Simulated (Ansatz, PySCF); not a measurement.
System: PbF (charge 0, doublet). SMILES: [Pb][F]
Coordinates optimised at B3LYP-D3(BJ)/def2-TZVP (Ansatz, an electronic-structure program):
```xyz
2

Pb     0.0000     0.0000    -0.2049
F      0.0000     0.0000     1.8668
```
Charge 0, spin multiplicity 2.

Quantity: size of the dipole moment, in D. Conventions: def2 sets with scalar-relativistic core potentials past Kr; open shells spin-unrestricted; six Cartesian d functions in 6-31G* and its kin unless marked 5d; LANL2DZ with its own core potentials from Na on; spin-orbit terms left out. First-principles rows: single points at B3LYP-D3(BJ) geometries (Ansatz).

```csv
level,program,size of the dipole moment (D)
SVWN5/6-31G* with LANL2DZ past Ar,Ansatz,3.08
PBE/LANL2DZ,Ansatz,3.71
PBE/def2-SVP,Ansatz,3.04
PBE/6-31G* with LANL2DZ past Ar,Ansatz,3.02
BLYP/6-31G* with LANL2DZ past Ar,Ansatz,3.02
BP86/def2-SVP,PySCF,3.05
BP86/6-31G* with LANL2DZ past Ar (5d),PySCF,3.03
B3LYP/LANL2DZ,Ansatz,4.15
B3LYP/def2-SVP,Ansatz,3.40
B3LYP/6-31G* with LANL2DZ past Ar,Ansatz,3.46
PBE0/6-31G* with LANL2DZ past Ar,Ansatz,3.55
M06-2X/6-31G* with LANL2DZ past Ar (5d),PySCF,3.87
```

No value to compare with is used here. The 12 habitual levels span 3.02 (PBE/6-31G* with LANL2DZ past Ar) to 4.15 D (B3LYP/LANL2DZ).

The levels are drawn from those run, B3LYP/6-31G* more often than the rest, none by its result; left out are runs that failed, that the program found above a lower state of the same kind, or whose <S^2> lies over 0.5 above the pure value.
